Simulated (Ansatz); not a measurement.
Basis-set extrapolation for C₃H₆BN, SMILES `C=C1CBN1` (PBE0-D4/def2-TZVP geometry, frozen core, the Gaussian-basis code of Ansatz). Multiplicity 1, RHF reference.

```json
{"": "HF", "def2-TZVPP": "-196.292655", "def2-QZVPP": "-196.301568"}
{"": "MP2 correlation", "def2-TZVPP": "-0.787881", "def2-QZVPP": "-0.839479"}
{"": "CCSD(T) correlation", "def2-TZVPP": "-0.860586", "def2-QZVPP": "not run"}
```

Energies in hartree. Use E(X) = E(∞) + A·exp(−7.88·√X) for Hartree–Fock and E(X) = E(∞) + B·X^(−2.97) for correlation, with X = 3 and 4, and add CCSD(T) minus MP2 of the smaller set to the MP2 limit.

What is the CCSD(T) energy at the basis-set limit?

HF limit: -196.301568 + (-0.008913) × 0.13774 = -196.30280. MP2 limit: -0.839479 + (-0.051598) × 0.74074 = -0.87770. Higher-order term: -0.860586 − (-0.787881) = -0.07270. Total: -197.25320 hartree, 262.4 kJ/mol below CCSD(T)/def2-TZVPP.
